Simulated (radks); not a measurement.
Results of a calculation; reference values are marked as such.
Excited configurations of P III: one electron is placed in a higher orbital outside [Ne] 3s2. The ground configuration is [Ne] 3s2 3p1. Code: a radial shooting solver on a logarithmic mesh with Libxc functionals. Model: non-relativistic Kohn-Sham, PBE, spin-polarised, spherical densities, point nucleus; open shells are filled with parallel spins first. Excitation = E - E(ground); binding = E(ion) - E, where the ion is the core of charge +3; n* = 3/sqrt(2 binding) in atomic units, and the quantum defect is n - n*.

| outer orbital | excitation (eV) | binding (eV) | n* | quantum defect | eigenvalue (eV) | <r> (bohr) |
|---|---|---|---|---|---|---|
| 4s | 14.319 | 15.772 | 2.786 | 1.214 | -13.615 | 4.021 |
| 4d | 20.520 | 9.572 | 3.577 | 0.423 | -8.008 | 5.633 |
| 4f | 22.055 | 8.037 | 3.903 | 0.097 | -6.478 | 5.683 |
| 5s | 21.286 | 8.806 | 3.729 | 1.271 | -7.597 | 7.227 |
| 5p | 22.432 | 7.660 | 3.998 | 1.002 | -6.567 | 8.013 |
| 6p | 25.056 | 5.036 | 4.931 | 1.069 | -4.378 | 12.37 |
| 6d | 25.937 | 4.155 | 5.429 | 0.571 | -3.588 | 14.40 |
| 6f | 26.278 | 3.814 | 5.666 | 0.334 | -3.260 | 14.74 |
| 7p | 26.530 | 3.562 | 5.863 | 1.137 | -3.124 | 17.66 |
| 7f | 27.262 | 2.830 | 6.578 | 0.422 | -2.456 | 20.68 |

The Delta-SCF ionisation energy is 30.092 eV (NIST Atomic Spectra Database: 30.203 eV, measured). Self-interaction in the functional shifts the binding energies and quantum defects, so they are the method's values and not measured ones. Open shells are spherical and high-spin; term and fine-structure splittings are not resolved.
